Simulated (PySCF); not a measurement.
Al(Cl)(NCO)(OH) (CHAlClNO2), SMILES C(=O)=[N][Al]([Cl])[OH].

Coordinates come from a PBE0-D3(BJ)/def2-SVP optimisation. Other conformers were not sampled.

Computed with TDA-ωB97X/def2-SVPD run with PySCF 2.14.0.

Vertical excitations.  State labels are in the subgroup Cs.

```
state  symmetry  energy (eV)  λ (nm)      f                                                                   main pairs
-----  --------  -----------  ------  -----  ---------------------------------------------------------------------------
S1           A"         6.87     181  0.000                                                             HOMO→LUMO+1 81 %
S2           A'         7.37     168  0.032                        HOMO−1→LUMO+1 55 %, HOMO→LUMO+2 13 %, HOMO→LUMO+5 9 %
S3           A'         7.44     167  0.006                                                               HOMO→LUMO 79 %
S4           A"         7.57     164  0.000                                                             HOMO−1→LUMO 68 %
S5           A"         7.71     161  0.000                       HOMO−2→LUMO 52 %, HOMO−1→LUMO 13 %, HOMO−1→LUMO+2 13 %
S6           A"         7.81     159  0.000  HOMO−1→LUMO+2 32 %, HOMO−1→LUMO+5 29 %, HOMO−2→LUMO 14 %, HOMO−1→LUMO+4 7 %
S7           A'         8.03     154  0.066                                                             HOMO−3→LUMO 74 %
S8           A"         8.19     151  0.000                                                           HOMO−3→LUMO+1 84 %
S9           A'         8.39     148  0.072                                                             HOMO−5→LUMO 65 %
S10          A"         8.43     147  0.197                                         HOMO−4→LUMO 64 %, HOMO−1→LUMO+3 10 %
T1           A'         6.59     188      0                                                           HOMO−1→LUMO+1 65 %
T2           A"         6.68     186      0                                                             HOMO→LUMO+1 75 %
T3           A'         7.04     176      0       HOMO→LUMO+5 32 %, HOMO→LUMO+2 32 %, HOMO−1→LUMO+1 9 %, HOMO→LUMO+4 6 %
T4           A'         7.20     172      0                                                               HOMO→LUMO 78 %
```
Triplets are in the Tamm–Dancoff approximation.
